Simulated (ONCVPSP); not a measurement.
Hf, ONCV: configuration errors across variants

- Element: hafnium (Hf)
- Generator: ONCVPSP 4.0.1
- Type: optimised norm-conserving Vanderbilt (ONCV)
- Functional: PBEsol
- Relativity: scalar-relativistic
- Frozen core: [Xe] 4f14
- Valence charge: 4
- Reference configuration: 5d2 6s1.5 (charge +0.5)
- Partial waves: 6s: rc 3.15 bohr, ncon 3, nbas 5, qcut 1.8 1/bohr, 3 projectors, debl 0.5 Ha; p scattering state at 0.11 Ha: rc 3.05 bohr, ncon 5, nbas 9, qcut 2.1 1/bohr, 2 projectors, debl 1 Ha; 5d: rc 2.90 bohr, ncon 5, nbas 10, qcut 5.3 1/bohr, 2 projectors, debl 1.3 Ha; f scattering state at 0.2 Ha: rc 2.90 bohr, ncon 4, nbas 8, qcut 4.5 1/bohr, local
- Local potential: the f channel
- Core correction: Teter function fitted to the true core (icmod 2), fcfact 0.2

In the p channel the program set the typed energies aside and used 0.050, 1.050 Ha.

All-electron excitation energies from the reference (eV): (1) 5d2 6s2 -3.269; (2) 5d2 6s1 4.740; (3) 5d2 6s0 18.903; (4) 5d2 6s1 6p1 0.594.

A true bound ghost makes a file unfit for plane-wave use even where its test errors are small: the radial tests pick states by their node count and pass the ghost by.

Errors AE − PS in meV (a dash: test not solved or not reliable):

| change | (1) | (2) | (3) | (4) | bound ghosts | GHOST(+) flags above zero |
| --- | --- | --- | --- | --- | --- | --- |
| base | +0.4 | -2.9 | -36 | -0.3 | none | s, p |
| s: qcut 1.2; p: qcut 1.4; d: qcut 3.6; f: qcut 3.1 | +1.0 | -2.6 | -42 | -2.7 | s | p |
| s: qcut 1.6; p: qcut 1.9; d: qcut 4.8; f: qcut 4.1 | +0.6 | -2.9 | -38 | -1.2 | none | s, p |
| d: qcut 5.4; f: qcut 4.6 | +0.4 | -2.9 | -36 | -0.2 | none | s, p |
| s: qcut 2.1; p: qcut 2.5; d: qcut 6.2; f: qcut 5.3 | +0.3 | -3.0 | -33 | +1.2 | none | s, p |
| s: qcut 2.3; p: qcut 2.7; d: qcut 6.7; f: qcut 5.7 | +0.2 | -3.0 | -31 | +2.0 | none | s, p |
| s: qcut 2.6; p: qcut 3; d: qcut 7.6; f: qcut 6.4 | +0.1 | -3.1 | -29 | – | s, p | p |

(1) Give the same row for: s: qcut 1.4; p: qcut 1.7; d: qcut 4.2; f: qcut 3.6.

## Answers

(1) +0.7, -2.8, -40, -2.1; bound ghosts: none; GHOST(+) flags above zero: none.
